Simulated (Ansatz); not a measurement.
`BNC=C=C` + CH₃OH → `C=C=CCO` + `BN` at 400 K and 1 bar (formal exchange of groups at a C–N bond).

Program: Ansatz. Geometries: PBE0-D4/def2-TZVP. ΔE: electronic, gas phase. CBS: MP2 limit from def2 TZ/QZ plus the TZ coupled-cluster correction, frozen cores. This one scheme is used for every species. Each species was taken in one conformer, which may not be the lowest.

```
  species  CCSD(T)/CBS energy (Eh)  H − E (kJ/mol)  S (J/(mol·K))
`BNC=C=C`               -197.22529           254.7          341.2
    CH₃OH               -115.61712           151.2          252.6
`C=C=CCO`               -230.92015           264.0          345.8
     `BN`                -81.93499           142.5          243.5
```

H − E and S are ideal-gas, rigid-rotor, harmonic terms from PBE0-D4/def2-TZVP, for one conformer and one mirror image of each species. 1 Eh = 2625.50 kJ/mol, R = 8.31446 J/(mol·K).

Q: By hand: ΔE, ΔH, ΔS and ΔG.

A: ΔE = (-230.92015) + (-81.93499) − (-197.22529) − (-115.61712) = -0.01273 Eh = -33.4 kJ/mol. Δ(H − E) = 264.0 + 142.5 − 254.7 − 151.2 = 0.6, so ΔH = -32.8 kJ/mol. ΔS = 345.8 + 243.5 − 341.2 − 252.6 = -4.5 J/(mol·K). ΔG = -32.8 − 400 × (-4.5)/1000 = -31.0 kJ/mol.

Q: By hand: the equilibrium constant, and the temperature at which ΔG would vanish if ΔH and ΔS stayed fixed.

A: log₁₀ K = −ΔG/(RT ln 10) = 4.0. ΔG = 0 at ΔH/ΔS = 7289 K, far beyond where these terms or the molecules hold.

The number of gas molecules stays the same, so ΔS is small and ΔH decides. A doubt of 5 kJ/mol in ΔE shifts log₁₀ K by 0.7 here. Other conformers and mirror images would add mixing entropy, several J/(mol·K) or more a flexible species. These are equilibria of isolated gas molecules and say nothing of rates. Largest T1 diagnostic: 0.014 (customary marks: 0.02 for closed shells, 0.045 for open ones).
